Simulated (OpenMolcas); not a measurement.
InCNF2 (SMILES N#[C][In]([F])[F]): the HOMO–LUMO gap, rung by rung

InCNF2: 5 atoms, total charge 0, spin state singlet. SMILES: `N#[C][In]([F])[F]`. The coordinates come from a PBE0-D4/def2-TZVP relaxation.

```jsonl
{"atom": "N", "x (Å)": "1.2980", "y (Å)": "-1.5922", "z (Å)": "1.5896"}
{"atom": "C", "x (Å)": "0.7249", "y (Å)": "-0.8903", "z (Å)": "0.8786"}
{"atom": "In", "x (Å)": "-0.3060", "y (Å)": "0.3723", "z (Å)": "-0.4003"}
{"atom": "F", "x (Å)": "-1.8721", "y (Å)": "-0.1548", "z (Å)": "-1.3755"}
{"atom": "F", "x (Å)": "0.2051", "y (Å)": "2.1914", "z (Å)": "-0.7337"}
```

Each level gives the HOMO–LUMO gap (eV). The values are calculated.

```
                            level             kind     program  value (eV)  CPU time
    HF/def2-SVPD (core potential)     Hartree–Fock  OpenMolcas       14.05      31 s
  BLYP/def2-SVPD (core potential)              GGA  OpenMolcas        5.12      81 s
 M06-L/def2-SVPD (core potential)         meta-GGA  OpenMolcas        5.91      85 s
  TPSS/def2-SVPD (core potential)         meta-GGA  OpenMolcas        5.50      95 s
r2SCAN/def2-SVPD (core potential)         meta-GGA  OpenMolcas        5.91      90 s
 B3LYP/def2-SVPD (core potential)    global hybrid  OpenMolcas        7.28      64 s
 BHLYP/def2-SVPD (core potential)    global hybrid  OpenMolcas       10.01      60 s
M06-2X/def2-SVPD (core potential)  hybrid meta-GGA  OpenMolcas       10.08      82 s
```

The values span 5.12 to 14.05 eV. Orbital gaps aren't excitation energies; they tend to grow with the share of exact exchange. CPU times are rough (shared hosts, several kinds of processor and program).
